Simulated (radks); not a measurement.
Isoelectronic series with 5 electrons, each ion in its NIST ground configuration. Method: Dirac Kohn-Sham, PBE, spin-unpolarised, spherical densities, point nucleus; open shells fill j = l - 1/2 first; computed with a radial shooting solver on a logarithmic mesh with Libxc functionals. Total energies (hartree) and mean radii <r> (bohr) (* marks an orbital that is empty in some or all of the ions):

[
 {"ion": "Ba51+", "configuration": "[He] 2s2 2p1", "E (hartree)": "-4383.0106", "3s1/2*": "0.2416", "2p3/2*": "0.09194", "2p1/2": "0.08658", "2s1/2": "0.1040"},
 {"ion": "La52+", "configuration": "[He] 2s2 2p1", "E (hartree)": "-4551.6942", "3s1/2*": "0.2368", "2p3/2*": "0.09021", "2p1/2": "0.08474", "2s1/2": "0.1019"},
 {"ion": "Ce53+", "configuration": "[He] 2s2 2p1", "E (hartree)": "-4724.0745", "3s1/2*": "0.2320", "2p3/2*": "0.08853", "2p1/2": "0.08297", "2s1/2": "0.09979"},
 {"ion": "Pr54+", "configuration": "[He] 2s2 2p1", "E (hartree)": "-4900.1950", "3s1/2*": "0.2275", "2p3/2*": "0.08692", "2p1/2": "0.08125", "2s1/2": "0.09780"},
 {"ion": "Nd55+", "configuration": "[He] 2s2 2p1", "E (hartree)": "-5080.1005", "3s1/2*": "0.2231", "2p3/2*": "0.08536", "2p1/2": "0.07958", "2s1/2": "0.09586"},
 {"ion": "Pm56+", "configuration": "[He] 2s2 2p1", "E (hartree)": "-5263.8375", "3s1/2*": "0.2188", "2p3/2*": "0.08385", "2p1/2": "0.07797", "2s1/2": "0.09399"},
 {"ion": "Sm57+", "configuration": "[He] 2s2 2p1", "E (hartree)": "-5451.4544", "3s1/2*": "0.2147", "2p3/2*": "0.08239", "2p1/2": "0.07641", "2s1/2": "0.09217"},
 {"ion": "Eu58+", "configuration": "[He] 2s2 2p1", "E (hartree)": "-5643.0012", "3s1/2*": "0.2107", "2p3/2*": "0.08098", "2p1/2": "0.07489", "2s1/2": "0.09041"},
 {"ion": "Gd59+", "configuration": "[He] 2s2 2p1", "E (hartree)": "-5838.5299", "3s1/2*": "0.2068", "2p3/2*": "0.07961", "2p1/2": "0.07342", "2s1/2": "0.08870"},
 {"ion": "Tb60+", "configuration": "[He] 2s2 2p1", "E (hartree)": "-6038.0946", "3s1/2*": "0.2031", "2p3/2*": "0.07829", "2p1/2": "0.07199", "2s1/2": "0.08704"},
 {"ion": "Dy61+", "configuration": "[He] 2s2 2p1", "E (hartree)": "-6241.7513", "3s1/2*": "0.1994", "2p3/2*": "0.07701", "2p1/2": "0.07060", "2s1/2": "0.08543"},
 {"ion": "Ho62+", "configuration": "[He] 2s2 2p1", "E (hartree)": "-6449.5583", "3s1/2*": "0.1958", "2p3/2*": "0.07577", "2p1/2": "0.06925", "2s1/2": "0.08386"},
 {"ion": "Er63+", "configuration": "[He] 2s2 2p1", "E (hartree)": "-6661.5760", "3s1/2*": "0.1924", "2p3/2*": "0.07456", "2p1/2": "0.06793", "2s1/2": "0.08234"},
 {"ion": "Tm64+", "configuration": "[He] 2s2 2p1", "E (hartree)": "-6877.8673", "3s1/2*": "0.1890", "2p3/2*": "0.07339", "2p1/2": "0.06665", "2s1/2": "0.08085"},
 {"ion": "Yb65+", "configuration": "[He] 2s2 2p1", "E (hartree)": "-7098.4977", "3s1/2*": "0.1858", "2p3/2*": "0.07225", "2p1/2": "0.06541", "2s1/2": "0.07940"},
 {"ion": "Lu66+", "configuration": "[He] 2s2 2p1", "E (hartree)": "-7323.5352", "3s1/2*": "0.1826", "2p3/2*": "0.07115", "2p1/2": "0.06419", "2s1/2": "0.07799"},
 {"ion": "Hf67+", "configuration": "[He] 2s2 2p1", "E (hartree)": "-7553.0505", "3s1/2*": "0.1795", "2p3/2*": "0.07007", "2p1/2": "0.06301", "2s1/2": "0.07662"},
 {"ion": "Ta68+", "configuration": "[He] 2s2 2p1", "E (hartree)": "-7787.1173", "3s1/2*": "0.1765", "2p3/2*": "0.06903", "2p1/2": "0.06185", "2s1/2": "0.07528"},
 {"ion": "W69+", "configuration": "[He] 2s2 2p1", "E (hartree)": "-8025.8124", "3s1/2*": "0.1736", "2p3/2*": "0.06801", "2p1/2": "0.06072", "2s1/2": "0.07397"},
 {"ion": "Re70+", "configuration": "[He] 2s2 2p1", "E (hartree)": "-8269.2157", "3s1/2*": "0.1707", "2p3/2*": "0.06702", "2p1/2": "0.05962", "2s1/2": "0.07269"}
]
